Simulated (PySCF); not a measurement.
Identify the compound

The spectra below were simulated for a compound C5H4O2Si.

1H NMR (400 MHz, computed): δ 9.57 (s, 1H), 5.13 (s, 2H), 1.36 (br s, 1H).

13C{1H} NMR (computed): δ 181.0 (CH), 105.8 (C), 95.4 (C), 88.8 (C), 76.8 (C).

Non-relativistic, fast rotation and ring inversion assumed for equivalent nuclei, one conformer, isolated molecule. GFN2-xTB structure; shielding tensors at PBE0/pcSseg-1 (GIAO); PySCF.

Chemical shifts δ = σref − σ; 1H (31.72 ppm) and 13C (186.93 ppm) vs TMS, all at this level.

Problem. Deduce the structure.

Solution. 
- The formula gives 5 degrees of unsaturation (no ring in the answer).
- 5 carbon signals for 5 carbons: no two carbons are equivalent.
- Carbon types of the structure: 4 × C, 1 × CH, leaving 3 H on heteroatoms.
- δC 181.0: aldehyde carbonyl carbon; the double bond to the heteroatom, with no lone-pair donor beside it, deshields it most.
- δC 105.8, 95.4, 88.8, 76.8: alkyne carbon.
- δH 9.57: hydrogen on an aldehyde carbonyl carbon; the C=O anisotropy and electron withdrawal place aldehyde protons far downfield.
- δH 5.13: hydrogen on a silicon bonded to C, O.
- δH 1.36: hydrogen on an oxygen bonded to Si; labile proton, position sensitive to the medium.

These data were computed for `C(=O)C#CC#C[SiH2]O`.

This is the structure that produced the data.

Exchangeable OH/NH protons stand at their gas-phase positions; hydrogen bonding in a real sample shifts them, mostly to higher δ. Shifts are as computed. Against solution values, carbons near 30 ppm lie about +3 ppm off and those near 130 ppm about +5 ppm. Of 1309 compounds with measured shifts, 239 miss one by over three times the rms of a fit or turn the order of signals round; such compounds aren't used in these exercises. No couplings were computed; multiplicities are counted from neighbouring protons, with m where these are inequivalent, close in shift, in a saturated or five-membered ring or joined by F or P, and br s for small geminal =CH2 splittings.
